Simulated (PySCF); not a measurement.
C$_{3}$H$_{4}$, charge +1, doublet, geometry from GFN2-xTB (a state made from the parent by changing its charge; the spin is typed, not shown lowest). Base run: M062X/6-31G (PySCF).

PySCF was given this input:
```python
from pyscf import gto, scf, dft

mol = gto.Mole()
mol.atom = '''
    C     1.298426   -0.000350   -0.000139
    C    -0.000000   -0.000000   -0.000000
    C    -1.298426    0.000350    0.000139
    H     1.890776   -0.734607   -0.542867
    H     1.891288    0.733588    0.542461
    H    -1.890815    0.888706   -0.210728
    H    -1.891249   -0.887687    0.211134
'''
mol.basis = '6-31g'
mol.charge = 1
mol.spin = 1
mol.verbose = 4
mol.build()

mf = dft.UKS(mol)
mf.xc = 'm062x'
mf.kernel()
mf.analyze()
```

Variants of this job, named by their change:

| change | ΔE vs base (µEh) | grid points | electrons on the grid |
|---|---|---|---|
| base | 0.0 | 81592 | 21.00000 |
| grids.radi_method = gauss_chebyshev | -5.2 | 79320 | 21.00000 |
| small_rho_cutoff = 0 | 0.0 | 81592 | 21.00000 |
| grids.atom_grid = (30, 110) | 1184 | 17232 | 20.99994 |
| grids.prune = dft.gen_grid.sg1_prune | 95.9 | 36216 | 21.00000 |
| grids.level = 7 | -10.7 | 460160 | 21.00000 |
| grids.becke_scheme = stratmann | -1.5 | 81592 | 21.00000 |
| grids.radi_method = delley | 0.6 | 87352 | 21.00000 |
| grids.level = 4 | -8.8 | 148656 | 21.00000 |
| grids.atom_grid = (99, 590) | -9.0 | 226872 | 21.00000 |
| grids.prune = dft.gen_grid.treutler_prune | -69.1 | 70176 | 21.00000 |

Open shells are given as the SCF converged; they aren't shown to be the lowest states, and a large step between rows can be another state.
